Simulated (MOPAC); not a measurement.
Input file for MOPAC: AM1 on CH5BFN (SMILES CNBF).

```
AM1 1SCF PRECISE CHARGE=0 THREADS=1
CH5BFN

C     -1.15054936 1    -0.14190173 1     0.07982839 1
N      0.16287645 1     0.47459495 1     0.13299757 1
B      1.36943595 1    -0.13338010 1    -0.19098057 1
F      2.50952041 1     0.57450356 1    -0.09000417 1
H     -1.81100208 1     0.38059367 1    -0.61685184 1
H     -1.04782429 1    -1.17174302 1    -0.25849872 1
H     -1.62857278 1    -0.15296614 1     1.06265114 1
H      0.17114231 1     1.43738089 1     0.43778470 1
H      1.42497343 1    -1.26708206 1    -0.55692650 1
```

Program output:

```
*******************************************************************************
 **                                                                           **
 **                              MOPAC v23.2.5                                **
 **                                                                           **
 *******************************************************************************
 ** MOPAC's Digital Object Identifier: https://doi.org/10.5281/zenodo.6511958 **
 **                                                                           **
 ** Please cite the open-source release paper for use of this MOPAC version:  **
 ** J. E. Moussa and J. J. P. Stewart (2026)                                  **
 ** MOPAC: An open-source semiempirical molecular orbital program             **
 ** J. Open Source Softw., 11(119), 8025, https://doi.org/10.21105/joss.08025 **
 *******************************************************************************

                              AM1 CALCULATION RESULTS

 *******************************************************************************
 *  AM1        - The AM1 Hamiltonian to be used
 *
 *
 *
 *                 CHARGE ON SYSTEM = 0
 *
 *
 *
 *  PRECISE    - TIGHTER CRITERIA TO BE USED
 *  1SCF       - DO 1 SCF AND THEN STOP
 *  THREADS=1  - MULTI-THREADING NOT USED
 *  T=         - A TIME OF 172800.0 SECONDS REQUESTED
 *  DUMP=N     - RESTART FILE WRITTEN EVERY 7200.0 SECONDS REQUESTED
 *******************************************************************************
AM1 1SCF PRECISE CHARGE=0 THREADS=1
 CH5BFN

   ATOM   CHEMICAL          X               Y               Z
  NUMBER   SYMBOL      (ANGSTROMS)     (ANGSTROMS)     (ANGSTROMS)

     1       C         -1.15054936  *  -0.14190173  *   0.07982839  *
     2       N          0.16287645  *   0.47459495  *   0.13299757  *
     3       B          1.36943595  *  -0.13338010  *  -0.19098057  *
     4       F          2.50952041  *   0.57450356  *  -0.09000417  *
     5       H         -1.81100208  *   0.38059367  *  -0.61685184  *
     6       H         -1.04782429  *  -1.17174302  *  -0.25849872  *
     7       H         -1.62857278  *  -0.15296614  *   1.06265114  *
     8       H          0.17114231  *   1.43738089  *   0.43778470  *
     9       H          1.42497343  *  -1.26708206  *  -0.55692650  *



          CARTESIAN COORDINATES

    NO.       ATOM           X           Y           Z

     1         C         -1.1505     -0.1419      0.0798
     2         N          0.1629      0.4746      0.1330
     3         B          1.3694     -0.1334     -0.1910
     4         F          2.5095      0.5745     -0.0900
     5         H         -1.8110      0.3806     -0.6169
     6         H         -1.0478     -1.1717     -0.2585
     7         H         -1.6286     -0.1530      1.0627
     8         H          0.1711      1.4374      0.4378
     9         H          1.4250     -1.2671     -0.5569

  H: (AM1): M.J.S. DEWAR ET AL, J. AM. CHEM. SOC. 107 3902-3909 (1985)
  B: (AM1): M.J.S. DEWAR ET AL, ORGANOMETALLICS, 7, 513-521 (1988)
  C: (AM1): M.J.S. DEWAR ET AL, J. AM. CHEM. SOC. 107 3902-3909 (1985)
  N: (AM1): M.J.S. DEWAR ET AL, J. AM. CHEM. SOC. 107 3902-3909 (1985)
  F: (AM1): M.J.S. DEWAR AND E. G. ZOEBISCH, THEOCHEM, 180, 1 (1988).

           Empirical Formula: C H5 N B F  =     9 atoms



      MOLECULAR POINT GROUP   :   Cs


      RHF CALCULATION, NO. OF DOUBLY OCCUPIED LEVELS = 12


 -------------------------------------------------------------------------------
 AM1 1SCF PRECISE CHARGE=0 THREADS=1
 CH5BFN



     1SCF WAS SPECIFIED, SO BFGS WAS NOT USED
     SCF FIELD WAS ACHIEVED


                              AM1 CALCULATION
                                                       MOPAC v23.2.5 Linux




          FINAL HEAT OF FORMATION =       -110.59496 KCAL/MOL =    -462.72929 KJ/MOL


          COSMO AREA              =         99.74 SQUARE ANGSTROMS
          COSMO VOLUME            =         81.79 CUBIC ANGSTROMS

          IONIZATION POTENTIAL    =         10.223567 EV
          HOMO LUMO ENERGIES (EV) =        -10.224  2.265
          NO. OF FILLED LEVELS    =         12
          MOLECULAR WEIGHT        =         60.8656         POINT GROUP:  Cs

          MOLECULAR DIMENSIONS (Angstroms)

            Atom       Atom       Distance
            H     5    F     4     4.35684
            H     9    H     8     2.97829
            H     5    H     7     1.73040


          SCF CALCULATIONS        =          1





   ATOM   CHEMICAL          X               Y               Z
  NUMBER   SYMBOL      (ANGSTROMS)     (ANGSTROMS)     (ANGSTROMS)

     1       C         -1.15054936  *  -0.14190173  *   0.07982839  *
     2       N          0.16287645  *   0.47459495  *   0.13299757  *
     3       B          1.36943595  *  -0.13338010  *  -0.19098057  *
     4       F          2.50952041  *   0.57450356  *  -0.09000417  *
     5       H         -1.81100208  *   0.38059367  *  -0.61685184  *
     6       H         -1.04782429  *  -1.17174302  *  -0.25849872  *
     7       H         -1.62857278  *  -0.15296614  *   1.06265114  *
     8       H          0.17114231  *   1.43738089  *   0.43778470  *
     9       H          1.42497343  *  -1.26708206  *  -0.55692650  *

                             CARTESIAN COORDINATES

   1    C       -1.150549360    -0.141901730     0.079828390
   2    N        0.162876450     0.474594950     0.132997570
   3    B        1.369435950    -0.133380100    -0.190980570
   4    F        2.509520410     0.574503560    -0.090004170
   5    H       -1.811002080     0.380593670    -0.616851840
   6    H       -1.047824290    -1.171743020    -0.258498720
   7    H       -1.628572780    -0.152966140     1.062651140
   8    H        0.171142310     1.437380890     0.437784700
   9    H        1.424973430    -1.267082060    -0.556926500


           Empirical Formula: C H5 N B F  =     9 atoms



      MOLECULAR POINT GROUP   :   Cs


                  EIGENVALUES
 -48.83426 -35.83199 -26.93074 -20.97714 -17.47183 -16.40771 -15.39483 -14.47357
 -14.43804 -13.26454 -11.84533 -10.22357   2.26539   2.80252   3.96128   4.16707
   4.35895   4.66063   5.41750   7.15679   7.69898


              NET ATOMIC CHARGES AND DIPOLE CONTRIBUTIONS

  ATOM NO.   TYPE          CHARGE      No. of ELECS.   s-Pop       p-Pop
    1          C          -0.053425        4.0534     1.20965     2.84378
    2          N          -0.411635        5.4116     1.47092     3.94071
    3          B           0.216980        2.7830     1.13380     1.64922
    4          F          -0.183904        7.1839     1.89041     5.29349
    5          H           0.065039        0.9350     0.93496
    6          H           0.081321        0.9187     0.91868
    7          H           0.065035        0.9350     0.93496
    8          H           0.199257        0.8007     0.80074
    9          H           0.021331        0.9787     0.97867
 DIPOLE           X         Y         Z       TOTAL
 POINT-CHG.    -1.990    -0.689    -0.003     2.106
 HYBRID        -0.107     0.548     0.186     0.588
 SUM           -2.097    -0.141     0.183     2.110


          ATOMIC ORBITAL ELECTRON POPULATIONS

     Atom    s        px        py        pz
    1  C   1.20965   0.84877   0.98870   1.00630
    2  N   1.47092   1.09810   1.16244   1.68018
    3  B   1.13380   0.57983   0.67037   0.39902
    4  F   1.89041   1.58769   1.82699   1.87882
    5  H   0.93496
    6  H   0.91868
    7  H   0.93496
    8  H   0.80074
    9  H   0.97867

 **********************
 *                    *
 * JOB ENDED NORMALLY *
 *                    *
 **********************




 == MOPAC DONE ==
```

The run finished.

Cost: roughly 0.020 core-seconds.
